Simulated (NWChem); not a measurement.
Molecule: C$_{4}$H$_{5}$F; SMILES C([C@H](C)F)#C

```xyz
10

C      0.0501    -2.2102    -0.1272
C      0.0546    -1.0250     0.1003
C      0.0470     0.4125     0.3869
C     -1.1878     1.1198    -0.1633
F      1.1829     1.0054    -0.1773
H      0.0479    -3.2565    -0.3332
H      0.1172     0.5669     1.4720
H     -1.2446     0.9854    -1.2472
H     -2.0974     0.7131     0.2898
H     -1.1259     2.1892     0.0602
```
Atoms are numbered in this order, from 1.

All runs use the structure optimised with B3LYP/6-31G* (spherical d). B3LYP is NWChem's, with the RPA form of VWN correlation.

Task: Give the principal values of the shielding tensors (ppm) of C1, C2, C3, C4, F5 from B3LYP/6-31G* (spherical d), GIAO (NWChem), with their diamagnetic and paramagnetic parts as GIAO splits them.

Result: 
```json
[
 {"atom": "C1", "σ11": "60.9", "σ22": "66.6", "σ33": "236.2", "isotropic": "121.2", "diamagnetic": "278.1", "paramagnetic": "-156.8"},
 {"atom": "C2", "σ11": "25.9", "σ22": "32.8", "σ33": "297.6", "isotropic": "118.8", "diamagnetic": "248.5", "paramagnetic": "-129.7"},
 {"atom": "C3", "σ11": "80.4", "σ22": "98.5", "σ33": "162.9", "isotropic": "113.9", "diamagnetic": "248.3", "paramagnetic": "-134.4"},
 {"atom": "C4", "σ11": "148.2", "σ22": "164.8", "σ33": "187.5", "isotropic": "166.8", "diamagnetic": "250.8", "paramagnetic": "-84.0"},
 {"atom": "F5", "σ11": "346.5", "σ22": "386.7", "σ33": "406.8", "isotropic": "380.0", "diamagnetic": "475.8", "paramagnetic": "-95.8"}
]
```
